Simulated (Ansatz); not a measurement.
Na₂Cl₂⁻. Total charge -1; doublet. Geometry PBE0-D4/def2-TZVP, that of the neutral singlet; atoms count from 1.

```
atom   x (Å)   y (Å)   z (Å)
 Na1   0.104  -0.029  -1.591
 Na2  -0.105   0.028   1.591
 Cl3  -1.790   0.802  -0.133
 Cl4   1.790  -0.802   0.132
```

The highest occupied level of the charge -1 doublet lies above zero (up to 0.58 eV). By energy differences its removal costs 0.29 eV (vertical, to the charge 0 singlet, at PBE0-D4/def2-TZVPD); a positive level beside a positive removal energy at the same level points to self-interaction error. The structure comes from a short search, and lower isomers may exist.

**Question.** Estimate the Mulliken populations from the PBE0/def2-TZVPD orbitals of Ansatz.

**Answer.** 
```
atom  charge (e)  spin (α − β)
 Na1        0.34          0.53
 Na2        0.34          0.53
 Cl3       -0.84         -0.03
 Cl4       -0.84         -0.03
```
Mulliken values and Mayer orders depend strongly on the basis. With diffuse functions, as here, like atoms can get unlike values, and bond orders can come out too low or too high.

**Question.** Where does the spin sit?

**Answer.** Summed by element: Na 1.07, Cl -0.07, of 1 unpaired in all. Largest on single atoms: Na2 0.53, Na1 0.53, Cl4 -0.03.

**Question.** And the Mayer bond orders between bonded heavy atoms (over 0.3)?

**Answer.** Na1–Na2 0.56 (3.19 Å).
